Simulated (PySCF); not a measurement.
**Löwdin shares of the frontier orbitals**

Species: CH8BNS.
Atom-mapped SMILES: `[CH3:1][S:2][BH2-:3][NH3+:4]` (hydrogens: H5, H6, H7 on C1; H8, H9 on B3; H10, H11, H12 on N4)

Cartesian coordinates in Å at the PBE0-D3(BJ)/def2-SVP level; atoms count from 1:
```
atom  x, y, z in Å
C1     1.868   -0.436   -0.253
S2     0.789    0.211    1.057
B3    -0.713    0.805    0.093
N4    -1.650   -0.512   -0.204
H5     2.813   -0.753    0.210
H6     2.084    0.343   -0.999
H7     1.443   -1.312   -0.770
H8    -1.391    1.519    0.813
H9    -0.456    1.282   -1.002
H10   -2.542   -0.261   -0.636
H11   -1.832   -0.997    0.677
H12   -1.172   -1.171   -0.820
```

Method: PySCF 2.14.0, density-fitted response routines, TDDFT wB97X-D/def2-SVPD, vertical, gas phase, core orbitals frozen in the response.

Kohn–Sham orbitals with the atoms that hold most of them (Löwdin shares over 4%, at most four atoms; ? is withheld):

```
orbital  ε (eV)                             atoms
 HOMO-3  -11.57    S2 24%, B3 24%, H9 19%, C1 15%
 HOMO-2  -10.12    B3 35%, H8 25%, S2 12%, C1 10%
 HOMO-1   -9.27                                 ?
   HOMO   -7.69                                 ?
   LUMO       ?  B3 26%, H10 16%, H12 14%, N4 13%
 LUMO+1    2.50      S2 49%, H7 9%, C1 9%, H12 7%
 LUMO+2    2.71   S2 32%, B3 20%, H11 13%, H10 9%
```

**Question.** Give the leading atoms of the HOMO.

**Answer.** S2 (bonded to B and C) 70%; C1 (bonded to S and 3 H) 11%; B3 (bonded to N, S and 2 H) 8%.

**Question.** Which atoms hold the HOMO-1, and with what shares?

**Answer.** S2 (bonded to B and C) 57%; B3 (bonded to N, S and 2 H) 18%; C1 (bonded to S and 3 H) 9%; H9 (bonded to B) 7%.

**Question.** What is the LUMO energy, and the HOMO–LUMO gap?

**Answer.** ε(LUMO) = 1.31 eV; the gap is 8.99 eV (0.3305 hartree).

**Question.** How does S1 compare with the orbital gap of 8.99 eV?

**Answer.** S1 is at 5.30 eV (f = 0.057), 3.69 eV below the gap, made of HOMO→LUMO (90%). Without the coupling terms of the response equations the lowest excitation would equal the gap.

**Question.** One configuration dominates each of S1, S2, S5 and S8. Which, and how do the shares of the two leading atoms of either orbital change from the occupied to the empty one?

**Answer.** 
- S1 (5.30 eV, f 0.057), HOMO→LUMO (90%): S2 70% → at most 13%, C1 11% → at most 13%, B3 8% → 26%, H10 at most 4% → 16%
- S2 (5.85 eV, f 0.0077), HOMO→LUMO+1 (71%): S2 70% → 49%, C1 11% → 9%, H7 at most 4% → 9%
- S5 (6.80 eV, f 0.0046), HOMO-1→LUMO (88%): S2 57% → at most 13%, B3 18% → 26%, H10 at most 8% → 16%
- S8 (7.35 eV, f 0.0082), HOMO-2→LUMO (88%): B3 35% → 26%, H8 25% → at most 13%, H10 at most 11% → 16%

Löwdin shares depend on the basis, the more so with diffuse functions.

One conformer stands for the species.
